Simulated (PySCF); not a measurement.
Antimony: a sound run and one with changed settings

Sound run: Sb⁺ [Kr] 4d10 5s2 5p2, Sb²⁺ [Kr] 4d10 5s2 5p1. Calculation: PySCF 2.14, in x2c-SVPall; the spin-free X2C one-electron Hamiltonian (Gaussian nucleus). In the sound run the correlated levels freeze [Kr] 4d10. The sound run starts from symmetry-adapted Hartree-Fock orbitals and uses a fine grid where one is needed.

Changed run: a valence shell is frozen. This setting is unsound on purpose.

```
species   method  sound run (hartree)  changed run (hartree)  converged
    Sb⁺      MP2          -6476.97489            -6476.94433        yes
    Sb⁺  CCSD(T)          -6476.98916            -6476.94594        yes
```

Ionisation energy of Sb⁺:

| method | sound run (eV) | changed run (eV) |
| --- | --- | --- |
| UHF | 16.036 | 16.036 |
| MP2 | 16.241 | 16.130 |
| SCS-MP2 | 16.187 | 16.067 |
| CCSD | 16.267 | 16.174 |
| CCSD(T) | 16.272 | 16.174 |
| CCSDT | n/a | 16.174 |
| FCI | n/a | 16.174 |

Freezing a valence shell removes pair correlation that changes on ionisation.

For comparison, NIST gives 16.626 ± 0.025 eV between the lowest levels.
